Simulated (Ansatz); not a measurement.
AuF₂⁻ was relaxed with PBE-D4 (def2-TZVPD) in Ansatz in these states: charge -1 quintet, charge -1 singlet, charge -1 triplet. The geometries follow in no particular order.

In the def2 sets Au takes a core potential; there is no spin–orbit coupling.

A:

```xyz
3

Au    0.000    0.000    0.000
F     0.133    0.810   -1.819
F    -0.133   -0.810    1.819
```

B:

```xyz
3

Au    0.000    0.000    0.000
F     0.423    0.602   -2.061
F    -0.423   -0.602    2.061
```

C:

Cartesian coordinates in Å:
```
Au 0.329 0.737 -0.453
F 1.262 -1.057 0.142
F -1.590 0.319 0.311
```

Problem. Judge from the bond lengths which geometry belongs to which state (an estimate).

Solution. A is the charge -1 singlet (Au1–F2 1.995 Å, Au1–F3 1.995 Å); B is the charge -1 quintet (Au1–F2 2.189 Å, Au1–F3 2.189 Å); C is the charge -1 triplet (Au1–F2 2.108 Å, Au1–F3 2.108 Å).

At PBE-D4/def2-TZVPD the highest occupied level of the charge -1 quintet lies above zero (up to 2.50 eV). It is a level of α spin, whose loss leaves a quartet; that state wasn't run at this geometry and level. The electron is either unbound and held by the finite basis, or the level is raised by self-interaction error. At PBE-D4/def2-TZVPD the highest occupied level of the charge -1 triplet lies above zero (up to 0.16 eV). It is a level of α spin, whose loss leaves a doublet; that state wasn't run at this geometry and level. The electron is either unbound and held by the finite basis, or the level is raised by self-interaction error. At PBE0-D4/def2-TZVPD a singlet lies 9.61 eV below the charge -1 quintet. At PBE0-D4/def2-TZVPD a singlet lies 2.88 eV below the charge -1 triplet. These are the stationary points nearest to one start from a short search; other shapes may lie lower in each state.
